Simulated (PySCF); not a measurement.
**CaZn: one state, many levels of theory**

State: ¹Σ⁺ (singlet), closed shell. Set-up: basis Ca pcseg-1, Zn pcseg-1; no relativity; PySCF 2.14. De refers to Ca + Zn in their ground configurations, without counterpoise correction. A positive dipole means Ca(−)Zn(+). Levels whose curve was spin-contaminated or gave no clean fit are not listed.

```tsv
Level	Re (Å)	ωe (cm⁻¹)	De (eV)	μ (D)	CPU s a point (SCF and correlation, without the integrals)
PBE	3.595	70.0	0.128	0.50	0.87
BLYP	3.804	45.7	0.019	0.34	0.62
r²SCAN	3.549	74.8	0.119	0.55	1.1
PBE0	3.737	57.8	0.086	0.50	1.7
r²SCAN0	3.708	60.1	0.080	0.45	1.2
MN15	3.929	46.5	0.112	0.06	1.2
LC-ωPBE	4.096	32.6	0.029	0.45	1.4
```

The bond length runs from 3.549 Å (r²SCAN) to 4.096 Å (LC-ωPBE). De spans 0.02 eV (BLYP, GGA) to 0.13 eV (PBE, GGA).

Closed-shell solutions of metal pairs were not tested for spin polarisation, which can lower them a little. The bond is weak. Basis-set superposition, not corrected here, can be much of De in a small basis, most of all at correlated wavefunction levels. Functionals without a dispersion term scatter widely for such bonds, and LDA overbinds them.

The whole job (state search and all levels along the bond) took about 3.7 min on 1 thread of Oxide Virtual Turin-like (shared host), peak memory 0.78 GiB.
